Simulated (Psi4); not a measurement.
C$_{3}$H$_{10}$ClNSi$_{3}$, singlet, geometry from GFN2-xTB, with bond 1-2 at 1.6 times its length; TPSS/3-21G (Psi4 1.11).

Psi4 was given this input:
```
memory 2 GB

molecule mol {
0 1
  Cl    2.753598   -0.335154    2.399232
  Si    2.450395    0.746931   -0.635021
  C     0.690988    0.552272   -1.263458
  C    -0.406076    0.128095   -0.630724
  Si   -0.588097   -0.443303    1.160987
  C    -2.480031   -0.734293    1.158101
  N    -2.950939   -0.753824   -0.213309
  Si   -2.100182    0.024994   -1.474645
  H     2.838674    2.158531   -0.633218
  H     3.369429   -0.032049   -1.466184
  H     0.584500    0.839902   -2.307929
  H     0.100549   -1.709876    1.425758
  H    -0.269004    0.585257    2.156205
  H    -2.734503   -1.685681    1.634371
  H    -2.994682    0.044956    1.734887
  H    -3.936374   -0.946850   -0.297338
  H    -2.551144    1.381646   -1.838942
  H    -2.128043   -0.836903   -2.660037
}

set basis 3-21g
set reference rks
set dft_radial_points 50

energy('tpss')
print_variables()
```

Task: Predict the main parts of the log of this Psi4 run.

Result: 
```
   => Loading Basis Set <=

    Name: 3-21G
    Role: ORBITAL
    Keyword: BASIS

         ---------------------------------------------------------
                                   SCF
               by Justin Turney, Rob Parrish, Andy Simmonett
                          and Daniel G. A. Smith
                              RKS Reference
         ---------------------------------------------------------

  ==> Geometry <==

    Molecular point group: c1
    Full point group: C1

    Geometry (in Angstrom), charge = 0, multiplicity = 1:

       Center              X                  Y                   Z               Mass
    ------------   -----------------  -----------------  -----------------  -----------------
         CL           2.674314467514    -0.257314864609     2.157489736118    34.968852682000
         SI           2.371111467514     0.824770135391    -0.876763263882    27.976926534650
         C            0.611704467514     0.630111135391    -1.505200263882    12.000000000000
         C           -0.485359532486     0.205934135391    -0.872466263882    12.000000000000
         SI          -0.667380532486    -0.365463864609     0.919244736118    27.976926534650
         C           -2.559314532486    -0.656453864609     0.916358736118    12.000000000000
         N           -3.030222532486    -0.675984864609    -0.455051263882    14.003074004430
         SI          -2.179465532486     0.102833135391    -1.716387263882    27.976926534650
         H            2.759390467514     2.236370135391    -0.874960263882     1.007825032230
         H            3.290145467514     0.045790135391    -1.707926263882     1.007825032230
         H            0.505216467514     0.917741135391    -2.549671263882     1.007825032230
         H            0.021265467514    -1.632036864609     1.184015736118     1.007825032230
         H           -0.348287532486     0.663096135391     1.914462736118     1.007825032230
         H           -2.813786532486    -1.607841864609     1.392628736118     1.007825032230
         H           -3.073965532486     0.122795135391     1.493144736118     1.007825032230
         H           -4.015657532486    -0.869010864609    -0.539080263882     1.007825032230
         H           -2.630427532486     1.459485135391    -2.080684263882     1.007825032230
         H           -2.207326532486    -0.759063864609    -2.901779263882     1.007825032230

  Running in c1 symmetry.

[...]
   @DF-RKS iter   7: -1496.05344489566960   -2.57077e-03   5.28308e-04 DIIS/ADIIS
   @DF-RKS iter   8: -1496.05509997626314   -1.65508e-03   1.68923e-04 DIIS/ADIIS
   @DF-RKS iter   9: -1496.05532250193937   -2.22526e-04   5.68854e-05 DIIS
   @DF-RKS iter  10: -1496.05536149372188   -3.89918e-05   5.20370e-06 DIIS
   @DF-RKS iter  11: -1496.05536164038062   -1.46659e-07   3.45171e-06 DIIS
   @DF-RKS iter  12: -1496.05536171981726   -7.94366e-08   4.64091e-07 DIIS
  Energy and wave function converged.

  ==> Post-Iterations <==

   Electrons on quadrature grid:
      Ntotal   =   93.9999262473 ; deviation = -7.375e-05

    Orbital Energies [Eh]
    ---------------------

    Doubly Occupied:

[...]
    Virtual:

[...]
     108A      2.453267

    Final Occupation by Irrep:
              A
    DOCC [    47 ]
    NA   [    47 ]
    NB   [    47 ]

  @DF-RKS Final Energy: -1496.05536171981726

   => Energetics <=

    Nuclear Repulsion Energy =            649.3549117973423108
    One-Electron Energy =               -3358.2108248713584544
    Two-Electron Energy =                1330.5675583531435677
    DFT Exchange-Correlation Energy =    -117.7670069989450070
    Empirical Dispersion Energy =           0.0000000000000000
    VV10 Nonlocal Energy =                  0.0000000000000000
    Total Energy =                      -1496.0553617198172560

Computation Completed

Properties will be evaluated at   0.000000,   0.000000,   0.000000 [a0]

Properties computed using the SCF density matrix

 Multipole Moments:

 ------------------------------------------------------------------------------------
     Multipole            Electronic (a.u.)      Nuclear  (a.u.)        Total (a.u.)
 ------------------------------------------------------------------------------------

 L = 1.  Multiply by 2.5417464519 to convert [e a0] to [Debye]
 Dipole X            :          9.4494998          -10.4308102           -0.9813104
 Dipole Y            :         -0.1674840            0.7909973            0.6235133
 Dipole Z            :          4.6125476           -6.3880506           -1.7755030
 Magnitude           :                                                    2.1222983

 ------------------------------------------------------------------------------------

  Variable Map:
  ----------------------------------------------------------------------------
[...]
  Array Variable Map:
  ----------------------------------------------------------------------------
[...]
[...]
```
